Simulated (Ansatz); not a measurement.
System: RbF, charge 0, singlet. RbF (SMILES [F][Rb]).
B3LYP-D3(BJ)/def2-TZVP minimum from Ansatz (a first-principles code):
```xyz
2

Rb     0.0000     0.0000    -0.4608
F      0.0000     0.0000     1.8945
```

Total energies in def2-TZVPP, 8 correlated electrons, 5 frozen orbitals. UHF or UKS for unpaired electrons; spin-orbit terms are left out. Cores are frozen in correlated methods (noble-gas shells, and filled d and f shells in the p block). Past Kr the def2 sets carry scalar-relativistic core potentials.

```tsv
method	program	energy (Eh)	minus CCSDT(Q) (mEh)
HF	Ansatz	-123.31987	279.33
MP2	Ansatz	-123.59497	4.22
CCSD	Ansatz	-123.59190	7.30
CCSD(T)	Ansatz	-123.59883	0.37
CCSDT(Q)	Ansatz	-123.59920	0.00
```
